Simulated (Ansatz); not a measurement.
This geometry of ClH4NSi + H2O (10 atoms, charge 0, multiplicity 1) is a first-order saddle point.

All numbers below come from RKS r2SCAN-D4/def2-SVP in Ansatz.

```xyz
10
Properties=species:S:1:pos:R:3
Si 0.142 -0.170 0.140
N 0.096 -0.144 2.038
H -0.841 -0.070 2.439
H 0.669 0.595 2.452
Cl 1.947 0.392 -0.765
H -0.532 1.170 -0.050
H -0.872 -1.048 -0.535
O 1.018 -1.820 0.777
H 0.566 -2.623 0.486
H 0.610 -1.271 1.817
```

**Question.** Which two structures does it join? (They come from a converged band through this point; their orientation in space is the band's.)

**Answer.** Bonds broken: O8–H10. Bonds formed: Si1–O8, N2–H10. ClH4NSi + H2O becomes ClH6NOSi.

Image 0:

```xyz
10
Properties=species:S:1:pos:R:3
Si -0.074 0.343 0.107
N 0.060 0.039 1.819
H -0.783 -0.267 2.303
H 0.543 0.736 2.384
Cl 1.840 0.545 -0.633
H -0.768 1.616 -0.243
H -0.807 -0.800 -0.492
O 1.268 -2.499 0.984
H 0.444 -2.997 1.054
H 1.081 -1.705 1.518
```

Image 6:

```xyz
10
Properties=species:S:1:pos:R:3
Si 0.037 -0.492 0.027
N 0.495 0.008 2.094
H -0.250 -0.314 2.713
H 0.647 1.007 2.241
Cl 1.888 0.482 -0.356
H -1.098 0.457 0.254
H -0.227 -0.939 -1.396
O 0.042 -2.014 0.764
H -0.080 -2.701 0.097
H 1.349 -0.485 2.362
```

**Question.** How far does it lie above each of them?

**Answer.** 17.9 kcal/mol above the first and 32.0 kcal/mol above the second. This is the barrier of this one path; another mechanism may lie lower. The orbitals stay closed-shell, which can raise the energy where a bond breaks towards radicals; this wasn't checked here.

Run time: 120 s on 4 threads of Arm Neoverse V2 (shared host), peak memory 0.16 GiB.
